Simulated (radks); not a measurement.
Trend from C4+ to Ne4+: ionisation energy by Delta-SCF between NIST ground configurations, and size. Method: non-relativistic Kohn-Sham, PBE, spin-polarised, spherical densities, point nucleus; open shells are filled with parallel spins first; computed with a radial shooting solver on a logarithmic mesh with Libxc functionals.

species	configuration	configuration of the ion	IE (eV)	NIST (eV)	kind	r at 0.001 e/bohr^3 (bohr)
C4+	[He]	1s1	391.21	392.09	theory	1.06
N4+	[He] 2s1	[He]	98.367	97.890	exp.	2.14
O4+	[He] 2s2	[He] 2s1	112.60	113.90	exp.	2.13
F4+	[He] 2s2 2p1	[He] 2s2	114.47	114.25	semi-emp.	2.07
Ne4+	[He] 2s2 2p2	[He] 2s2 2p1	127.01	126.25	exp.	2.01

Reference values: NIST Atomic Spectra Database (exp. = measured, semi-emp. = semi-empirical, theory = theoretical value adopted there). Open shells are spherical and high-spin; term and fine-structure splittings are not resolved.
